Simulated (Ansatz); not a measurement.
Basis-set extrapolation for C2H8AlNSi, SMILES `C=N[CH]([AlH2])[SiH3]` (PBE0-D4/def2-TZVP geometry, frozen core, Ansatz 0.2.0). Multiplicity 1, RHF reference.

```tsv
	def2-TZVPP	def2-QZVPP
HF	-665.709607	-665.731990
MP2 correlation	-0.744600	-0.794547
CCSD(T) correlation	-0.833897	not run
```

Energies in hartree. Use E(X) = E(∞) + A·exp(−7.88·√X) for Hartree–Fock and E(X) = E(∞) + B·X^(−2.97) for correlation, with X = 3 and 4, and add CCSD(T) minus MP2 of the smaller set to the MP2 limit.

What is the CCSD(T) energy at the basis-set limit?

HF limit: -665.731990 + (-0.022383) × 0.13774 = -665.73507. MP2 limit: -0.794547 + (-0.049947) × 0.74074 = -0.83154. Higher-order term: -0.833897 − (-0.744600) = -0.08930. Total: -666.65591 hartree, 295.1 kJ/mol below CCSD(T)/def2-TZVPP.
